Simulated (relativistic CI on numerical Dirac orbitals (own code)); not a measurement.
Mo XI: sensitivity of the levels to the model

Base calculation: Dirac-Coulomb-Breit CI, separate exchange-only KLI orbitals for each configuration, QED by a radiative potential, unscaled Slater integrals.

CI space (outside the closed core [Ar] 3d10): 4s2 4p2, 4s 4p3, 4p4, 4s2 4p 4d, 4s 4p2 4d, 4s2 4p 4f, 4s 4p2 4f, 4p3 4d, 4s2 4p 5s, 4s 4p 4d2, 4s2 4p 5p, 4s2 4d 4f, 4p3 5s, 4p3 4f, 4s 4p2 5s, 4s2 4p 5d, 4s 4p 4d 5s, 4s 4p2 5p, 4s2 4f 5s, 4s2 4p 6s, 4s2 4p 5f, 4s2 4p 6p, 4s2 4p 5g, 4s 4p2 5d, 4s2 4p 6d, 4p2 4d 4f, 4s 4p 5s2, 4s2 4d2, 4s 4d3, 4s 4d2 4f, 4p2 4d2, 4p 4d3, 4p 4d2 4f, 4p 4d2 5s, 4s2 4f2, 4s 4d 4f2, 4s 4f3, 4s2 4d 5s, 4s 4d2 5s, 4s 4d 4f 5s, 4p2 4f2, 4p 4d 4f2, 4p 4f3, 4p 4f2 5s, 4s 4p 4d 4f, 4s2 5s2, 4s 4d 5s2, 4s 4f 5s2, 4p2 4d 5s, 4p 4d 4f 5s, 4p 4d 5s2, 4s 4p 4f 5s, 4s 4f2 5s. Double excitations out of closed p, d and f shells are left out; levels of such configurations are missing from the list, as are those of other unlisted configurations, and high levels can miss mixing partners. These lack a partner that the ground configuration has and come out too high: 4s 4p2 5p, 4s 4p2 5d, 4s2 4p 5p, 4s2 4p 5d, 4s2 4p 6s.

Variants: (1) Breit term removed; (2) QED terms removed. Shifts of the energy above 4s2 4p2 3P_0, in cm⁻¹, for the lowest level and the first level of each name with at least 55 % of one term (blank where a level changes its place among those of its configuration and J or its character, or is not in the variant):

| Level | Base | Δ(1) | Δ(2) |
| --- | --- | --- | --- |
| 4s2 4p2 3P_0 | 0 | 0 | 0 |
| 4s2 4p2 3P_1 | 16989 | +365 | -44 |
| 4s2 4p2 3P_2 | 26844 | +458 | -52 |
| 4s2 4p2 1D_2 | 54662 | +776 | -89 |
| 4s2 4p2 1S_0 | 86677 | +765 | -76 |
| 4s 4p3 5S°_2 | 195592 | +242 | +583 |
| 4s 4p3 3D°_1 | 248643 | +241 | +556 |
| 4s 4p3 3D°_2 | 249456 | +298 | +551 |
| 4s 4p3 3D°_3 | 256102 | +497 | +532 |
| 4s 4p3 3P°_0 | 283992 | +438 | +539 |
| 4s 4p3 3P°_1 | 286346 | +524 | +530 |
| 4s 4p3 3P°_2 | 289017 | +600 | +508 |
| 4s 4p3 1D°_2 | 320974 | +777 | +417 |
| 4s 4p3 3S°_1 | 342998 | +323 | +602 |

At this charge energies of transitions that change n are usually good to better than 1 %, and those within a shell (Δn = 0) to a few per cent.

Ionisation energy from the two ground configurations alone: base 208.13 eV; Breit term removed 208.26 eV. The NIST ASD value (theoretical) is 209.3 eV.

LS names give the leading component of a level, which can be under half, so a name can repeat, a term be missing and a line seem to break the LS rules.
